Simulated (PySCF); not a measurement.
An excited-state job on 4-ethylcyclopentene (`CCC1CC=CC1`).

Method: TDDFT CAM-B3LYP/def2-SVPD, vertical, gas phase, core orbitals frozen in the response (PySCF 2.14.0, density-fitted response routines). Geometry: GFN2-xTB. A driver script takes a list of jobs; this job's settings line and coordinates (Å) are shown.

Command:
```bash
OMP_NUM_THREADS=1 python probes_run.py task.json out
```

Input:
```
{"job": {"kind": "uv", "xc": "CAM-B3LYP", "basis": "def2-SVPD", "nstates": 8, "ntriplets": 3}, "charge": 0, "multiplicity": 1}
C      2.431192    -0.364793     0.349067
C      1.327178     0.609233    -0.045890
C      0.014618    -0.105144    -0.356062
C     -1.076772     0.846567    -0.887514
C     -2.335505     0.344000    -0.248482
C     -2.089328    -0.540857     0.700823
C     -0.621314    -0.790829     0.870486
H      2.157294    -0.915782     1.245414
H      3.359826     0.166866     0.543881
H      2.607938    -1.080981    -0.450801
H      1.643350     1.169755    -0.929511
H      1.165782     1.328130     0.761282
H      0.210012    -0.867275    -1.116789
H     -1.133961     0.839881    -1.977067
H     -0.885977     1.877980    -0.574906
H     -3.302517     0.712133    -0.545894
H     -2.818733    -1.030831     1.323140
H     -0.274677    -0.333381     1.802430
H     -0.388212    -1.855423     0.917197
```

Output:
```
coarse grid: 15048 points
cycle   1  E = -273.5067018050  dE =  1.002e+00  |g| = 3.299e-01  |ddm| = 8.612e+00
cycle   2  E = -273.5216636697  dE = -1.496e-02  |g| = 2.613e-01  |ddm| = 1.460e+00
cycle   3  E = -273.5394468199  dE = -1.778e-02  |g| = 3.209e-02  |ddm| = 6.742e-01
cycle   4  E = -273.5397079422  dE = -2.611e-04  |g| = 1.290e-02  |ddm| = 1.372e-01
cycle   5  E = -273.5397474825  dE = -3.954e-05  |g| = 2.769e-03  |ddm| = 3.339e-02
cycle   6  E = -273.5397494165  dE = -1.934e-06  |g| = 4.609e-04  |ddm| = 8.224e-03
final grid: 142920 points
cycle   7  E = -273.6000062477  dE = -4.984e-05  |g| = 3.976e-03  |ddm| = 1.489e-01
cycle   8  E = -273.6000072305  dE = -9.827e-07  |g| = 3.627e-03  |ddm| = 2.305e-02
cycle   9  E = -273.6000106154  dE = -3.385e-06  |g| = 2.451e-04  |ddm| = 8.837e-03
cycle  10  E = -273.6000106246  dE = -9.161e-09  |g| = 1.875e-04  |ddm| = 1.250e-03
cycle  11  E = -273.6000106330  dE = -8.441e-09  |g| = 2.866e-05  |ddm| = 4.238e-04
cycle  12  E = -273.6000106332  dE = -2.043e-10  |g| = 1.114e-05  |ddm| = 8.991e-05
converged SCF energy = -273.6000106332

Static polarisability (au): isotropic 79.106, principal 64.999 82.815 89.503

Singlet excitations
state   eV       nm        f      main configurations
  1   6.7536    183.6   0.00690   H->L 0.65, H->L+2 0.26
  2   7.0546    175.7   0.21757   H->L+1 0.92
  3   7.6054    163.0   0.00264   H->L+2 0.40, H->L+5 0.28, H->L+3 0.14
  4   7.6251    162.6   0.00218   H->L+3 0.47, H->L+4 0.34, H->L+6 0.10
  5   7.8220    158.5   0.04610   H->L+4 0.56, H->L+3 0.18, H->L+6 0.09
  6   8.2712    149.9   0.00003   H->L+5 0.48, H->L+2 0.19, H->L+9 0.14
  7   8.3717    148.1   0.00145   H->L+6 0.37, H-1->L+1 0.15, H-4->L+1 0.12
  8   8.3954    147.7   0.00102   H->L+6 0.28, H-1->L+1 0.28, H-4->L+1 0.22

Triplet excitations (Tamm-Dancoff, eV): 4.3658 6.6381 7.5155
```

The SCF starts on a coarse grid where the log names one; the energy can jump when the final grid takes over, and dE then counts from the start density on the new grid. H and L stand for HOMO and LUMO; the number after each pair is its weight.

**Question.** Give the mean polarisability as a volume in Å³, and the ratio of the largest to the smallest principal value.

**Answer.** 79.106 au × 0.148185 = 11.72 Å³; 89.503/64.999 = 1.38.

**Question.** Give S1 in cm⁻¹ and kJ/mol.

**Answer.** 6.7536 eV × 8065.54 = 54471 cm⁻¹; × 96.485 = 651.6 kJ/mol.

Main results: HOMO -8.19 eV, LUMO 1.48 eV; lowest singlet 6.75 eV; lowest triplet 4.37 eV (Tamm–Dancoff); mean polarisability 79.1 au.

**Question.** Estimate the wall time. Hardware: an Intel Xeon Platinum 8488C with one thread (shared host). And the peak memory of the process?

**Answer.** About 54 s (density and orbital grids were written too), with 1.0 GiB resident at the peak, the Python interpreter and its libraries included.

One conformer stands for the species.
Labels such as C1 count atoms from 1, the log's own numbers from 0.
